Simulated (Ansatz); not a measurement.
Gas-phase electronic energies from Ansatz, PBE0-D4/def2-TZVP geometries. CCSD(T)/CBS is the MP2 limit (def2-TZVPP, def2-QZVPP) plus CCSD(T) − MP2 in def2-TZVPP, frozen cores. This one scheme is used for every species. DFT in def2-TZVPP. B3LYP here is the variant with VWN-RPA as its local correlation; programs differ in this. For Ga, Zn outer-core shells are correlated without core-valence functions, which leaves a few kJ/mol of doubt a bond. Scalar relativity is left out up to krypton.

`[F][GaH][ZnH]` + H–F → `[F][GaH][F]` + `[ZnH2]`  (cleavage of the Ga–Zn bond)

```json
{"level": "B3LYP-D4", "ΔE (kJ/mol)": "-38.3"}
{"level": "r2SCANh-D4", "ΔE (kJ/mol)": "-45.0"}
{"level": "PBE-QIDH", "ΔE (kJ/mol)": "-41.2"}
{"level": "HF/def2-SVP", "ΔE (kJ/mol)": "-52.6"}
{"level": "CCSD(T)/def2-SVP", "ΔE (kJ/mol)": "-51.3"}
{"level": "SCS-MP2/def2-TZVPP", "ΔE (kJ/mol)": "-52.4"}
{"level": "MP2/def2-QZVPP", "ΔE (kJ/mol)": "-43.0"}
{"level": "MP2/CBS(def2)", "ΔE (kJ/mol)": "-36.7"}
```

**Question.** What does CCSD(T)/CBS give? (Estimate.)

**Answer.** Ansatz gave: -32.4 kJ/mol. The listed levels differ from it by -5.9, -12.6, -8.8, -20.2, -18.9, -20.0, -10.6, -4.3 kJ/mol.

Largest T1 diagnostic among the species: 0.016.

From r2SCAN to r2SCAN0 (25 % exact exchange), in def2-TZVPP and without D4, ΔE moves by +5.3 kJ/mol. Leaving LDA and LC-ωPBE aside and taking each functional with its dispersion term where it has one, the values, not all of them listed here, spread over 25.0 kJ/mol, from B97M-V to HSE06-D4. At CCSD(T), def2-SVP lies −18.9 kJ/mol from the extrapolated value and def2-TZVPP −12.8 kJ/mol.
